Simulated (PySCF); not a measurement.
## Working out the ionisation energy of S²⁺

S²⁺ [Ne] 3s2 3p2 (3P) → S³⁺ [Ne] 3s2 3p1 (2P). All numbers are calculated (PySCF 2.14, no relativity, point nucleus, in dyall-av2z). Frozen: [Ne]; the 16 highest virtual orbitals dropped. Energies in hartree (1 hartree = 27.21139 eV):

```csv
part,S²⁺ (lower),S³⁺ (upper)
UHF,-396.324839,-395.071473
MP2 opposite-spin,-0.046651,-0.040589
MP2 same-spin,-0.009143,-0.002639
```

Problem. What does Hartree-Fock give?

Solution. (-395.071473) − (-396.324839) = 1.253366 hartree = 34.106 eV.

Problem. What do MP2 and SCS-MP2 (6/5 opposite-spin, 1/3 same-spin) give?

Solution. The opposite-spin parts differ by 0.165 eV and the same-spin parts by 0.177 eV. MP2: 34.106 + (0.165) + (0.177) = 34.448 eV. SCS-MP2: 34.106 + 1.2 × (0.165) + (0.177)/3 = 34.363 eV.

A first-order spin-orbit estimate adds -0.009 eV to MP2 (valence), giving 34.439 eV against 34.86 ± 0.04 eV (semi-empirical (NIST evaluation); NIST Atomic Spectra Database, ionization energies).

A double-zeta basis recovers only part of the correlation energy.

What remains against the reference includes basis incompleteness, the frozen core and correlation beyond second order.
